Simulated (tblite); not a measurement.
C4H10N2SSi2.
Structure used (GFN2-xTB), in Å, numbered top down from 1:
```
atom  x, y, z in Å
C1     3.460    0.085   -0.260
S2     2.415    0.159    1.223
Si3    0.559    0.685    0.258
N4    -0.675    0.951    1.414
C5    -1.898    0.170    1.431
C6    -2.253   -0.336    0.033
Si7   -0.652   -0.977   -0.790
C8    -0.816   -0.779   -2.638
N9    -0.873   -0.641   -3.775
H10    4.470   -0.127    0.072
H11    3.110   -0.707   -0.916
H12    3.432    1.040   -0.775
H13    0.845    1.935   -0.464
H14   -0.504    1.435    2.280
H15   -1.798   -0.687    2.113
H16   -2.707    0.803    1.816
H17   -2.645    0.495   -0.557
H18   -3.047   -1.078    0.111
H19   -0.433   -2.417   -0.583
```

Calculated harmonic vibrations of the isolated species, GFN2-xTB (tblite), most abundant isotopes, no scaling. This tight-binding method is rough: wavenumbers can miss measured ones by several per cent, in bad cases by 10 to 20. Modes of hydrogen on silicon can be 10 to 20 % off. One conformer, not necessarily the lowest.

Harmonic wavenumbers (cm⁻¹): 31.6, 41.4, 66.2, 70.0, 105.7, 123.2, 161.1, 184.5, 193.2, 273.0, 297.7, 320.8, 379.5, 414.7, 484.1, 533.2, 542.8, 596.2, 610.8, 671.2, 683.2, 711.8, 730.3, 785.5, 827.4, 950.0, 959.6, 966.6, 995.8, 1125.9, 1157.8, 1176.2, 1273.9, 1281.3, 1327.2, 1372.8, 1456.6, 1462.4, 1465.1, 1507.5, 2150.1, 2183.0, 2337.8, 2851.6, 2918.0, 2969.0, 2999.1, 3022.7, 3029.2, 3061.3, 3475.7.

A = 1245, B = 740.2, C = 507.6 MHz; mass 174.010 u (most abundant isotopes); point group C1, symmetry number 1.

**Question.** Zero-point energy?

**Answer.** Half the sum of the wavenumbers: 29658 cm⁻¹ = 84.80 kcal/mol.

**Question.** Entropy at 400 K, 1 bar (ideal gas, RRHO, classical rotation)?

**Answer.** Translation 42.86, rotation 31.78, vibration 56.89: S = 131.5 cal/(mol K).

**Question.** And Cp and H(400 K) − H(0)?

**Answer.** Cp = 56.15 cal/(mol K), of which vibrations give 48.20 (their classical limit is 51 R = 101.3); H(400 K) − H(0) = 14.07 kcal/mol without the zero-point energy, 10.89 from vibrations.

**Question.** Blend soft modes into free rotors: weight 1/[1 + (100 cm⁻¹/ν̃)⁴] for the oscillator and the rest for a rotor with moment μB/(μ + B), μ = h/(8π²ν), B = 10⁻⁴⁴ kg m². What vibrational entropy results?

**Answer.** 50.46 cal/(mol K) in place of 56.89, which changes −T·S at 400 K by +2.57 kcal/mol.

**Question.** What must be added to the electronic energy to get the Gibbs energy at 400 K and 1 bar?

**Answer.** ZPE + [H(400 K) − H(0)] − T·S = 84.80 + 14.07 − 52.61 = 46.26 kcal/mol.

Hindered rotation and anharmonicity are outside this model. Other conformers, if any are populated, would add a mixing term that is left out. The structure is chiral; the term R ln 2 for an equal mix with its mirror image is left out.
